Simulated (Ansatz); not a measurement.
`CC(=O)C(C(C)=O)C(C)C` + `[NH]=[W](=[NH])([OH])[Cl]` → `C[O][W](=[NH])(=[NH])[Cl]` + `CCC(C(C)=O)C(C)=O`  (substitution at a C–C bond)

Isolated molecules relaxed with PBE0-D4/def2-TZVP in Ansatz; ΔE leaves out vibrations. CBS: MP2 limit from def2 TZ/QZ plus the TZ coupled-cluster correction, frozen cores. DFT in def2-TZVPP. Elements past krypton have def2 core potentials. For W outer-core shells are correlated without core-valence functions, which leaves a few kJ/mol of doubt a bond. One conformer a species, not always the lowest.

```tsv
level	ΔE (kJ/mol)	difference from CCSD(T)/CBS
PBE-D4	46.3	-7.3
PBE0-D4	49.0	-4.6
ωB97X-V	48.3	-5.3
PBE	42.2	-11.4
PBE0	45.5	-8.1
MP2/def2-TZVPP	55.5	1.9
CCSD(T)/def2-TZVPP	50.5	-3.1
SCS-MP2/def2-QZVPP	50.7	-2.9
HF/CBS(def2)	32.2	-21.4
CCSD/CBS(def2)	52.5	-1.1
CCSD(T)/CBS	53.6	0
```

Largest T1 diagnostic among the species: 0.020.

In def2-TZVPP, CCSD(T) changes the Hartree–Fock value by +17.7 kJ/mol (the triples alone add +1.1 kJ/mol) and MP2 by +22.7 kJ/mol. From PBE to PBE0 (25 % exact exchange), in def2-TZVPP and without D4, ΔE moves by +3.2 kJ/mol. The D4 term adds +6.0 kJ/mol with B3LYP and +3.5 kJ/mol with PBE0; it sums over pairs of atoms, weighted by their polarisabilities, and B3LYP, whose exchange is more repulsive, gets the larger term.

B3LYP here is the variant with VWN-RPA as its local correlation; programs differ in this.
